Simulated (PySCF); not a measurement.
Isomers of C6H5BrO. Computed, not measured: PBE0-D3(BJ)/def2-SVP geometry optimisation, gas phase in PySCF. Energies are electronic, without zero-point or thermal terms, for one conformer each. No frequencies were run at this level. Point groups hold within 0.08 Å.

Question: Rank from lowest to highest electronic energy at this level (kcal/mol).
A. `[OH:1][c:2]1[cH:3][cH:4][cH:5][cH:6][c:7]1[Br:8]` with H–O1–C2–C3 180° (2-bromophenol)
B. `[OH:1][c:2]1[cH:3][cH:4][c:5]([Br:6])[cH:7][cH:8]1` with H–O1–C2–C3 180°

Answer: A (0.0), B (2.8).

| SMILES | E (Eh) | E rel (kcal/mol) | dipole (D) | point group | A, B, C (MHz) |
| --- | --- | --- | --- | --- | --- |
| Oc1ccccc1Br | -2879.86058 | 0.0 | 0.71 | Cs | 2917, 991.0, 739.7 |
| Oc1ccc(Br)cc1 | -2879.85618 | 2.8 | 2.40 | Cs | 5648, 636.0, 571.6 |

Q: As an exercise, what shares would exp(−E/RT) give at 298.15 K from these electronic energies alone (no entropy, no degeneracies)?

A: RT = 0.592 kcal/mol: Oc1ccccc1Br 99.1 %, Oc1ccc(Br)cc1 0.9 %.
